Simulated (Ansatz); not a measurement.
AlCl2GeH3 (`[Cl][Al]([Cl])[GeH3]`), relaxed with RKS PBE-D4/def2-SVP in the Gaussian-basis code of Ansatz from a rough embedded geometry. The force threshold is 0.03 eV/Å; the program also tests the step.

Total charge 0; spin multiplicity 1.

Start:

```xyz
7

Cl   -2.692   -1.362   -0.760
Al   -0.512   -1.115   -0.401
Cl    0.807   -2.809   -0.775
Ge    0.485    0.956    0.347
H     0.102    2.122   -0.671
H    -0.174    1.369    1.757
H     1.984    0.840    0.504
```

```csv
step,energy (eV),largest force (eV/Å),largest move (Å)
1,-88173.3862,1.550,0.000
2,-88173.5623,0.305,0.104
3,-88173.5705,0.056,0.028
4,-88173.5711,0.010,0.010
```

End:

```xyz
7

Cl   -2.582   -1.383   -0.750
Al   -0.507   -1.150   -0.419
Cl    0.705   -2.841   -0.794
Ge    0.442    0.983    0.360
H     0.119    2.123   -0.641
H    -0.160    1.383    1.734
H     1.982    0.884    0.510
```

Run time 4.2 s (4 threads of a server CPU on a shared host); peak host memory 0.17 GiB.
